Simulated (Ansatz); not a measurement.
Reaction (SMILES): O=BF → F atom + O=[B] (B-O)
B3LYP-D3(BJ)/def2-TZVP geometries, fixed; electronic energies without zero-point terms.

Basis-set convergence of the bond dissociation energy at CCSD(T) with Ansatz (a quantum-chemistry and plane-wave program). Cartesian d functions, on some or all atoms, in 6-31G**, 6-31+G*; all else is spherical. Cores are frozen. Open shells are unrestricted. No added dispersion term, no relativity. Functions are those of the species that has most. Reference: Hartree-Fock in aug-cc-pVQZ plus the correlation part extrapolated as X^-3 from aug-cc-pVTZ and aug-cc-pVQZ, 162.94 kcal/mol, itself unsure by roughly 0.49 kcal/mol (a third of the extrapolation step and of the last Hartree-Fock step). Deviations are taken from unrounded values.

```
basis            functions  bond dissociation energy (kcal/mol)  minus reference (kcal/mol)
---------------  ---------  -----------------------------------  --------------------------
6-31G                   27                               129.82                      -33.12
pcseg-0                 27                               133.47                      -29.47
6-31G**                 45                               154.56                       -8.38
6-311G**                54                               151.83                      -11.11
6-31+G*                 57                               152.41                      -10.53
6-311+G**               66                               151.98                      -10.96
aug-cc-pVDZ             69                               149.10                      -13.84
aug-pcseg-1             69                               153.68                       -9.26
6-311++G(2d,2p)         81                               156.05                       -6.89
cc-pVTZ                 90                               159.15                       -3.79
jun-cc-pV(T+d)Z        117                               159.14                       -3.80
cc-pVQZ                165                               161.31                       -1.63
def2-QZVPPD            195                               161.12                       -1.82
```
